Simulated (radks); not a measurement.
Values are calculated unless marked as measured or tabulated.
Problem. These are the eigenvalues of the occupied orbitals of an atom or ion with whole-number occupations (eV). Code: a radial shooting solver on a logarithmic mesh with Libxc functionals. Model: scalar-relativistic Kohn-Sham, PBEsol, spin-unpolarised, spherical densities, finite nucleus; Fermi nuclear charge, rms radius of each element as measured or else 0.836 A^(1/3) + 0.57 fm.

| orbital | eigenvalue |
|---|---|
| 1s | -45018.38 |
| 2s | -7338.331 |
| 2p | -6556.913 |
| 3s | -1618.884 |
| 3p | -1373.491 |
| 3d | -1036.674 |
| 4s | -339.1857 |
| 4p | -258.2598 |
| 4d | -143.8149 |
| 5s | -55.3088 |
| 5p | -34.2731 |
| 4f | -20.7445 |
| 6s | -6.7855 |
| 6p | -3.0474 |

Which element is it, and in what charge state? The configuration may be excited.

Solution. Z = 61, promethium, charge 0: Pm in [Xe] 4f3 6s2 6p2. The list shows which subshells hold electrons but not how many an open one holds; the 1s level, -1654.4 hartree, gives Z - s = 57.5 by -(Z - s)^2/2, which with screening and relativity narrows Z to a few neighbours, and the depths of the outer levels then fix element, charge and occupations together.
